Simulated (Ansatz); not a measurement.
Two isomers of C3H7BO2: A = `CBOC(C)=O`, B = `COC1(O)BC1`.

Gas-phase electronic energies from Ansatz, PBE0-D4/def2-TZVP geometries. CCSD(T)/CBS is the MP2 limit (def2-TZVPP, def2-QZVPP) plus CCSD(T) − MP2 in def2-TZVPP, frozen cores. Functionals use def2-TZVPP. B3LYP here is the variant with VWN-RPA as its local correlation; programs differ in this. Each species was taken in one conformer, which may not be the lowest.

(1) Which isomer does CCSD(T)/CBS put lower? Give the gap. (Estimate.)

(2) Give E(B) − E(A) in kJ/mol with ωB97M-V, PBE-D4, B2PLYP, r2SCAN-D4, CCSD(T)/def2-TZVPP, PBE0-D4, B3LYP-D4. (Estimate.)

Largest T1 diagnostic: 0.014.

## Answers

(1) Computed: A, by 394.2 kJ/mol.

(2) Computed: ωB97M-V 391.3, PBE-D4 380.9, B2PLYP 407.2, r2SCAN-D4 394.9, CCSD(T)/def2-TZVPP 399.3, PBE0-D4 383.1, B3LYP-D4 400.7. None reverses the order clearly.

The D4 term adds −4.0 kJ/mol with B3LYP and −2.1 kJ/mol with PBE0; it sums over pairs of atoms, weighted by their polarisabilities, and B3LYP, whose exchange is more repulsive, gets the larger term. In def2-TZVPP, CCSD(T) changes the Hartree–Fock value by −28.8 kJ/mol (the triples alone add −0.2 kJ/mol) and MP2 by −26.5 kJ/mol.
